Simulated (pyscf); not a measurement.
Single points on ωB97X-D3(BJ)/def2-SVP structures (PySCF, gas phase).

Problem. What is the homolytic dissociation enthalpy (298 K, ωB97M-D3(BJ)/def2-TZVP) of the C–O bond of H₂C=C(CH₃)–O–Sc(OH)–OH (SMILES C=C(C)[O][Sc]([OH])[OH]), to H₂C=C•–CH₃ + [O–Sc(OH)–OH]•?

Solution. C–O to H₂C=C•–CH₃ + [O–Sc(OH)–OH]•: 4.96 eV. The 7 functionals that were run give +4.70 (r²SCAN) to +5.06 eV (M06-2X). The radicals are drawn with the spin at the cut bond; how far it spreads was not checked. H₂C=C•–CH₃ lies 0.88 eV over its isomer •H₂C–CH=CH₂ (electronic energy, ωB97M-D3(BJ)/def2-TZVP). Other isomers of [O–Sc(OH)–OH]• were not searched in full and may lie lower. Open-shell species with a d-block atom are single-reference here; other states, and whether the spin sits on metal or ligand, were not checked.
